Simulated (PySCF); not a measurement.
**Mg (magnesium, neutral) across methods**

[Ne] 3s1 4s1, high-spin 3S determinant (an excited configuration). Computed with PySCF 2.14 in aug-cc-pCVTZ-DK, with the spin-free X2C one-electron Hamiltonian (Gaussian nucleus).

```
   method  E (hartree)  mean ε 2p β (eV)  mean ε 3s α (eV)  mean ε 4s α (eV)  Σ⟨r²⟩ (bohr²)   ⟨S²⟩
CAM-B3LYP    -200.1979           -57.016           -10.391            -2.155          91.91  2.000
  LC-wPBE    -200.1215           -57.522           -11.538            -2.644          94.11  2.000
      LDA    -199.2546           -51.664            -8.412            -1.616          89.46  2.000
   r2SCAN    -200.1726           -53.137            -8.570            -1.570          93.04  2.000
      PBE    -200.0811           -51.596            -8.336            -1.636          91.50  2.000
     PBE0    -200.0977           -55.719            -9.179            -1.890          92.50  2.000
  r2SCANh    -200.1704           -54.587            -8.868            -1.664          92.61  2.000
      M06    -200.1899           -56.164            -8.904            -1.798          91.66  2.000
```

**Question.** Estimate the same row for UHF.

**Answer.** E (hartree) = -199.76464; mean ε 2p β (eV) = -66.914; mean ε 3s α (eV) = -11.329; mean ε 4s α (eV) = -2.400; Σ⟨r²⟩ (bohr²) = 95.35; ⟨S²⟩ = 2.000.

The outer electron is Rydberg-like, and this basis confines it to a smaller radius and binds it less than a complete one would.
